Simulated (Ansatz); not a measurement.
```yaml
crystal:
  periodic: [false, false, false]
  atoms:
    - {symbol: C, position_ang: [0.215049, -1.656577, -0.155992]}
    - {symbol: C, position_ang: [0.585665, -0.230877, 0.073473]}
    - {symbol: O, position_ang: [1.685027, 0.223606, 0.105495]}
    - {symbol: O, position_ang: [-0.541719, 0.534178, 0.292069]}
    - {symbol: B, position_ang: [-0.547793, 1.882392, 0.106698]}
    - {symbol: Cl, position_ang: [-1.981993, 2.737738, 0.612628]}
    - {symbol: H, position_ang: [-0.447924, -1.730394, -1.020518]}
    - {symbol: H, position_ang: [-0.341675, -2.028953, 0.706450]}
    - {symbol: H, position_ang: [1.110985, -2.251197, -0.312878]}
    - {symbol: H, position_ang: [0.347477, 2.469083, -0.404423]}
basis:
  gaussian: {orbitals: aug-cc-pVDZ, fitting: {mean_field: cc-pVTZ-jkfit}, nuclear_model: gaussian}
hamiltonian: {xc: {name: CAM-B3LYP}}
scf: {max_iter: 3}
output: {forces: true}
```

```sh
$ ansatz run in.yaml --threads 4 --pin off --events-out ev --progress --plain --max-ram 10444MiB
```

Output, abridged:

```
Error: invalid value for `basis.gaussian`: such a run doesn't read scf.max_iter; remove what it names
```

Q: What is wrong with this run?

A: The input holds a key that doesn't belong there. The input was rejected before any iteration.
